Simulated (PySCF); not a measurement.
**Cs₂S: one-bond stretch**

All numbers come from PBE0 in PySCF with S def2-TZVP, Cs def2-TZVP with ECP46; scalar-relativistic core potentials, no spin–orbit coupling; density-fitted integrals.

Rigid scan from the singlet minimum (S–Cs 2.941 Å (×2); Cs–S–Cs 180.0°). Coordinate: the bond from S to the last atom (Cs) scaled, the rest fixed. Energies in kJ/mol from the minimum.

```csv
scale of one bond,E (kJ/mol),dipole size (D)
0.92,17.3,1.48
0.96,3.9,0.73
1.00,0.0,0.00
1.05,4.1,0.87
1.12,19.7,2.00
1.20,44.1,3.18
1.35,93.2,5.02
1.55,149.8,–
1.80,200.5,–
2.20,247.8,–
```

At long bonds a restricted determinant can lie too high, and another spin state can fall below this curve.

The scan took 9.8 s on 2 threads of a shared Arm Neoverse V2 host; the process peaked at 0.85 GiB.
